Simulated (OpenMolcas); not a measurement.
## Ni²⁺: effect of the basis set

```json
{
  "Program": "OpenMolcas 26.06",
  "Method": "MS-CASPT2, IPEA 0.25 Eh, imaginary shift 0.1 Eh (closed shells correlated: 3s 3p)",
  "Active space": "8 electrons in 6 orbitals (3d 4s)",
  "State averaging": "2S+1 = 3 even, 55 roots; 2S+1 = 5 even, 10 roots kept (CI in the orbitals of an earlier block); 2S+1 = 1 even, 50 roots kept (CI in the orbitals of an earlier block)",
  "Spin-orbit coupling": "RASSI with atomic mean-field integrals over the reference wave functions, term energies averaged over their components"
}
```

A. ANO-RCC-VDZP [5s4p2d1f], DKH2, point nucleus; CASPT2 step about 50 core-seconds
B. ANO-RCC-VTZP [6s5p3d2f1g], DKH2, point nucleus; CASPT2 step roughly 70 core-seconds
C. ANO-L-VTZP [6s5p3d2f1g], non-relativistic, point nucleus; CASPT2 step roughly 40 core-seconds
D. ANO-R2 [6s5p4d2f1g], X2C, finite nucleus; CASPT2 step of the order of 60 core-seconds
E. ANO-RCC-VQZP [7s6p4d3f2g1h], DKH2, point nucleus; CASPT2 step of the order of 90 core-seconds
F. ANO-R3 [7s5p5d3f2g1h], X2C, finite nucleus; CASPT2 step of the order of 2 core-minutes

Energies in cm⁻¹ above 3d⁸ ³F₄, the measured ground level; measured values from Corliss and Sugar, J. Phys. Chem. Ref. Data 10, 197 (1981).

| Level | A | B | C | D | E | F | Measured |
| --- | --- | --- | --- | --- | --- | --- | --- |
| 3d⁸ ³F₄ | 0.0 | 0.0 | 0.0 | 0.0 | 0.0 | 0.0 | 0.0 |
| 3d⁸ ³F₃ | 1524 | 1447 | 1493 | 1454 | 1461 | 1461 | 1361 |
| 3d⁸ ³F₂ | 2530 | 2400 | 2480 | 2420 | 2430 | 2430 | 2270 |
| 3d⁸ ¹D₂ | 13420 | 13270 | 13340 | 13340 | 13090 | 13200 | 14032 |
| 3d⁸ ³P₂ | 17460 | 16740 | 16950 | 16750 | 16640 | 16760 | 16662 |
| 3d⁸ ³P₁ | 17900 | 17120 | 17340 | 17120 | 17020 | 17150 | 16978 |
| 3d⁸ ³P₀ | 18170 | 17390 | 17610 | 17390 | 17290 | 17420 | 17231 |
| 3d⁸ ¹G₄ | 23870 | 22980 | 23100 | 22910 | 22560 | 22720 | 23109 |
| 3d⁸ ¹S₀ | 51930 | 51920 | 52300 | 51750 | 51270 | 51360 | 52532 |
| 3d⁷ 4s ⁵F₅ | 57730 | 53830 | 55380 | 50930 | 52720 | 51300 | 53704 |
| 3d⁷ 4s ⁵F₄ | 58670 | 54720 | 56300 | 51840 | 53620 | 52210 | 54658 |
| 3d⁷ 4s ⁵F₃ | 59420 | 55430 | 57040 | 52550 | 54340 | 52930 | 55406 |
| 3d⁷ 4s ⁵F₂ | 59970 | 55960 | 57580 | 53080 | 54870 | 53450 | 55952 |
| 3d⁷ 4s ⁵F₁ | 60330 | 56300 | 57930 | 53420 | 55220 | 53800 | 56308 |
| 3d⁷ 4s ³F₄(1) | 64350 | 60120 | 62650 | 58940 | 59500 | 58310 |  |
| 3d⁷ 4s ³F₃(1) | 65620 | 61330 | 63900 | 60160 | 60720 | 59530 |  |
| 3d⁷ 4s ³F₂(1) | 66500 | 62170 | 64770 | 61000 | 61560 | 60380 |  |
| 3d⁷ 4s ⁵P₃ | 76330 | 71600 | 73310 | 68780 | 70580 | 69060 | 71067 |
| 3d⁷ 4s ⁵P₂ | 76600 | 71890 | 73600 | 69090 | 70860 | 69340 | 71384 |
| 3d⁷ 4s ⁵P₁ | 77110 | 72360 | 74090 | 69550 | 71340 | 69820 | 71842 |
| 3d⁷ 4s ³G₅ | 79320 | 75020 | 76700 | 72590 | 73790 | 72350 | 75124 |
| 3d⁷ 4s ³G₄ | 79820 | 75510 | 77200 | 73090 | 74280 | 72840 | 75647 |
| 3d⁷ 4s ³G₃ | 80420 | 76070 | 77780 | 73650 | 74850 | 73410 | 76237 |
| 3d⁷ 4s ¹G₄ | 83070 | 78770 | 80750 | 76820 | 77600 | 76280 | 79250 |

Deviations, from unrounded energies. A percentage is the sum of absolute deviations over the sum of measured energies, with the sign that they share, or ± where signs differ.

```csv
Against measurement,Levels,A,B,C,D,E,F
mean absolute deviation (cm-1),20,2900,240,1200,1700,780,1600
fine structure of the ground term (%),2,+11.6,+6.1,+9.4,+6.6,+7.1,+7.0
other terms of the ground configuration (%),6,±3.3,±1.3,±1.4,±1.5,±2.0,±2.0
other configurations (%),12,+6.6,±0.3,+2.6,-3.9,-1.6,-3.7
```

B lies closest to measurement on these levels and A furthest from it. The largest miss of B in the table is 3d⁸ ¹D₂, by -760 cm-1. The ranking rests on the paired levels alone, and a cruder setting can come out closer through cancelling errors.

The two smallest mean deviations differ by little beside CASPT2's spread within terms, so their order carries little weight.

Among A to F the level of the table that moves most is 3d⁷ 4s ⁵P₁, by 7600 cm-1 (lowest in D, highest in A). Moves below CASPT2's spread within the term are not significant.

Term energies are means over components that CASPT2 splits; among the terms shown or strongly mixed into the levels shown the widest spread is 3100 cm-1 (3d⁸ ¹G, A). Terms from blocks run as CI alone lack orbitals of their own. A single d shell beside an s shell can misplace configurations of different d count against each other. Some levels mix across a computed gap that differs much from the measured one, so their mixing is not that of the real levels (holds for A; B; C; E; F). The CASPT2 spread within a term exceeds the gap to the next term for 3d⁸ ¹S and 3d⁷ 4s ⁵F, so the order of their levels is uncertain (holds for D). Computed and measured levels are paired by configuration, term and J; levels that our copy of the source lacks, or whose pairing is in doubt (as where it misses far off the trend of its configuration), stay unpaired and out of the deviations. Only configurations of the active space appear. Levels that lie high or do not pair safely by name in every column are left out.

A number in round brackets counts repeated terms of one configuration in the order of the reference energies.
